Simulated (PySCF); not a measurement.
An excited-state job on bromoethane, `CCBr`.

Method: TDDFT CAM-B3LYP/def2-SVPD, vertical, gas phase, core orbitals frozen in the response (PySCF 2.14.0, density-fitted response routines). Geometry: GFN2-xTB. A driver script takes a list of jobs; this job's settings line and coordinates (Å) are shown.

Input:
```
{"job": {"kind": "uv", "xc": "CAM-B3LYP", "basis": "def2-SVPD", "nstates": 8, "ntriplets": 3}, "charge": 0, "multiplicity": 1}
C     -0.781872     0.213734    -0.013178
C      0.612988    -0.369311     0.039855
Br     1.967584     1.018117    -0.244545
H     -0.973133     0.669978    -0.982404
H     -1.511192    -0.578264     0.149446
H     -0.913595     0.971115     0.756973
H      0.774595    -1.108919    -0.743083
H      0.833682    -0.807038     1.012372
```

Problem. Give the output.

Solution. 
```
coarse grid: 30056 points
cycle   1  E = -2653.0749674374  dE = -9.685e-01  |g| = 2.412e-01  |ddm| = 3.261e+00
cycle   2  E = -2653.0814960200  dE = -6.529e-03  |g| = 2.002e-01  |ddm| = 6.551e-01
cycle   3  E = -2653.0915503519  dE = -1.005e-02  |g| = 3.999e-02  |ddm| = 2.937e-01
cycle   4  E = -2653.0918735824  dE = -3.232e-04  |g| = 1.101e-02  |ddm| = 5.549e-02
cycle   5  E = -2653.0919007863  dE = -2.720e-05  |g| = 3.500e-03  |ddm| = 1.990e-02
cycle   6  E = -2653.0919045132  dE = -3.727e-06  |g| = 5.318e-04  |ddm| = 6.184e-03
final grid: 62352 points
cycle   7  E = -2653.0918797463  dE = -1.006e-07  |g| = 4.363e-04  |ddm| = 2.169e-03
cycle   8  E = -2653.0918797447  dE =  1.612e-09  |g| = 4.992e-04  |ddm| = 1.170e-03
cycle   9  E = -2653.0918798061  dE = -6.138e-08  |g| = 3.016e-05  |ddm| = 5.477e-04
cycle  10  E = -2653.0918798066  dE = -4.757e-10  |g| = 1.871e-05  |ddm| = 8.692e-05
converged SCF energy = -2653.0918798066

Static polarisability (au): isotropic 48.626, principal 41.824 44.266 59.787

Singlet excitations
state   eV       nm        f      main configurations
  1   6.1230    202.5   0.00056   H->L 0.89
  2   6.1638    201.1   0.00075   H-1->L 0.89
  3   7.5804    163.6   0.05975   H->L+1 0.84
  4   7.6179    162.8   0.08025   H-1->L+1 0.85
  5   8.4373    146.9   0.00940   H-1->L+3 0.52, H->L+2 0.35, H->L+4 0.09
  6   8.4377    146.9   0.01569   H->L+3 0.69, H-1->L+2 0.23
  7   8.4878    146.1   0.00260   H-1->L+3 0.46, H->L+2 0.42, H->L+4 0.09
  8   8.5593    144.9   0.11994   H-1->L+2 0.48, H->L+3 0.22, H-2->L 0.14

Triplet excitations (Tamm-Dancoff, eV): 5.4924 5.5250 7.3331
```

The SCF starts on a coarse grid where the log names one; the energy can jump when the final grid takes over, and dE then counts from the start density on the new grid. H and L stand for HOMO and LUMO; the number after each pair is its weight.

Problem. Give S1 in cm⁻¹ and kJ/mol.

Solution. 6.1230 eV × 8065.54 = 49385 cm⁻¹; × 96.485 = 590.8 kJ/mol.

Problem. Give the mean polarisability as a volume in Å³, and the ratio of the largest to the smallest principal value.

Solution. 48.626 au × 0.148185 = 7.21 Å³; 59.787/41.824 = 1.43.

Summary of the converged run: HOMO -9.24 eV, LUMO 0.76 eV; lowest singlet 6.12 eV; lowest triplet 5.49 eV (Tamm–Dancoff); mean polarisability 48.6 au.

 The CAM-B3LYP/def2-SVPD calculation is non-relativistic and has no spin–orbit coupling, an omission that weighs most on bromine.

Problem. Estimate the wall time. Hardware: x86-64 server, one thread, on a shared host.

Solution. About 6.3 s.
Labels such as C1 count atoms from 1, the log's own numbers from 0.
